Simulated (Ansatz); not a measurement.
Molecule: CH₂Br₂, charge 0, multiplicity 1. 
Structure (B3LYP-D3(BJ)/def2-TZVP (Ansatz, an electronic-structure program) minimum search):
```xyz
5

Br     1.6305     0.1050     0.0396
C     -0.0111    -0.9350     0.0072
Br    -1.6275     0.1430    -0.0415
H      0.0041    -1.5425    -0.8872
H     -0.0405    -1.5281     0.9108
```

Dipole moments at this geometry, in debye (magnitudes).

| level | program | dipole (D) |
|---|---|---|
| SVWN5/def2-TZVPD | Ansatz | 1.45 |
| PBE/def2-TZVPD | Ansatz | 1.43 |
| BLYP/def2-TZVPD | Ansatz | 1.42 |
| B3LYP/def2-TZVPD | Ansatz | 1.48 |
| BHLYP/def2-TZVPD | Ansatz | … |
| r2SCANh/def2-TZVPD | Ansatz | 1.53 |
| r2SCAN0/def2-TZVPD | Ansatz | 1.55 |
| LC-wPBE/def2-TZVPD | Ansatz | 1.52 |
| wB97M-V/def2-TZVPD | Ansatz | 1.49 |
| CCSD(T)/aug-cc-pVDZ | Ansatz | … |

What belongs in the gaps?


- BHLYP/def2-TZVPD, dipole (D): 1.56
- CCSD(T)/aug-cc-pVDZ, dipole (D): 1.47
